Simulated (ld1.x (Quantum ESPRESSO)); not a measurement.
# rubidium: excitation energies, all-electron against TM

ld1.x (Quantum ESPRESSO) 7.5 input, shortened:

```
&input
   title='Rb', zed=37., rel=1, dft='PBESOL', iswitch=3,
   config='[Kr] 4d0 5s0 5p0'
 /
 &inputp
   pseudotype=2, tm=.true., lloc=-1, rcloc=1.85,
   nlcc=.true., new_core_ps=.true.
 /
3
4S  1  0   2.00   0.00  1.95  1.95  0.0
4P  2  1   6.00   0.00  2.10  2.10  0.0
4D  3  2   0.00   0.00  2.50  2.50  0.0
 &test
   configts(1)='4s2 4p6 4d0 5s0 5p0'
 /
```

Energies are relative to the spin-unpolarised reference configuration 4s2 4p6 4d0 5s0 5p0; without spin polarisation the order of configurations can differ from experiment.

```
  valence configuration  charge  ΔE all-electron (eV)  error AE − PS (meV)
    4s2 4p6 4d0 5s1 5p0       0                -4.069                  +39
    4s2 4p6 4d0 5s0 5p1       0                -2.577                 +2.9
    4s1 4p6 4d0 5s1 5p0      +1                33.671                 +126
4s2 4p6 4d0.5 5s0.5 5p0       0                -2.955                  +22
    4s2 4p6 4d1 5s0 5p0       0                -1.858                 -0.4
```

Task: What are ΔE and the potential's error for 4s2 4p5 4d0 5s1 5p0?

Result: ΔE = 17.080 eV all-electron; the error (AE − PS) is +131 meV.

Task: What are ΔE and the potential's error for 4s2 4p6 4d0 5s0.5 5p0?

Result: ΔE = -2.508 eV all-electron; the error (AE − PS) is +28 meV.
